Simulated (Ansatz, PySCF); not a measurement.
System: B₂H₄, net charge 0, singlet state. 
Geometry from a B3LYP-D3(BJ)/def2-TZVP (Ansatz, a first-principles code) optimisation:
SMILES: BB
```xyz
6

B      0.0005     0.0106     0.8133
B     -0.0005    -0.0106    -0.8133
H      1.0141     0.0110     1.4491
H     -1.0125     0.0267     1.4501
H      0.0070     0.9944    -1.4628
H     -0.0087    -1.0321    -1.4364
```
Charge 0, spin multiplicity 1.

Wanted: vertical ionisation energy (to the doublet state of charge +1; each state is the SCF solution reached for its spin; the molecule has degenerate orbitals, so one determinant may break the symmetry), in eV. Correlated levels leave the core frozen unless marked. UHF or UKS for open shells. Spin-orbit coupling is left out. Non-relativistic. CBS(X,Y): correlation extrapolated as X^-3; Hartree-Fock from the larger set. The bracket is a focal-point correction in the basis named.

```json
[
 {"level": "HF/aug-cc-pVDZ", "program": "Ansatz", "vertical ionisation energy (eV)": "10.58"},
 {"level": "HF/aug-cc-pVQZ", "program": "Ansatz", "vertical ionisation energy (eV)": "10.55"},
 {"level": "HF/def2-QZVPPD", "program": "Ansatz", "vertical ionisation energy (eV)": "10.55"},
 {"level": "M06-2X/def2-TZVPD", "program": "PySCF", "vertical ionisation energy (eV)": "11.36"}
]
```

Problem. Estimate the value at RI-MP2/CBS(aug-cc-pVTZ,aug-cc-pVQZ)+[CCSD(T)-MP2]/aug-cc-pVTZ as computed with Ansatz.

Solution. 11.50 eV
